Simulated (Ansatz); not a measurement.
`[SiH3]C1C[AsH]1` + `[OH][Mg][O][SiH3]` → `[SiH3][O][Mg][O][SiH3]` + `C1C[AsH]1`  (ligand exchange at the Si–C bond)

Calculated with Ansatz (gas phase, PBE0-D4/def2-TZVP geometries, no zero-point term in ΔE). CCSD(T)/CBS adds triple-zeta CCSD(T) − MP2 to the extrapolated MP2 energy (def2 sets, frozen cores). DFT in def2-TZVPP. For As, Mg outer-core shells are correlated without core-valence functions, which leaves a few kJ/mol of doubt a bond. Scalar relativity is left out up to krypton. One conformer a species, not always the lowest.

| level | ΔE (kJ/mol) |
| --- | --- |
| ωB97X-V | -113.5 |
| ωB97M-V | -112.0 |
| SCS-MP2/def2-TZVPP | -118.2 |
| CCSD/CBS(def2) | -119.5 |

(1) What does CCSD(T)/CBS give? (An estimate is asked.)

Largest T1 diagnostic among the species: 0.011.

## Answers

(1) Ansatz gave: -115.8 kJ/mol. The listed levels differ from it by 2.3, 3.8, -2.4, -3.7 kJ/mol.

In def2-TZVPP, CCSD(T) changes the Hartree–Fock value by +24.8 kJ/mol (the triples alone add +3.7 kJ/mol) and MP2 by +28.3 kJ/mol. From PBE to PBE0 (25 % exact exchange), in def2-TZVPP and without D4, ΔE moves by −5.0 kJ/mol. The D4 term adds +7.8 kJ/mol with B3LYP and +4.2 kJ/mol with PBE0; it sums over pairs of atoms, weighted by their polarisabilities, and B3LYP, whose exchange is more repulsive, gets the larger term.

B3LYP here is the variant with VWN-RPA as its local correlation; programs differ in this.
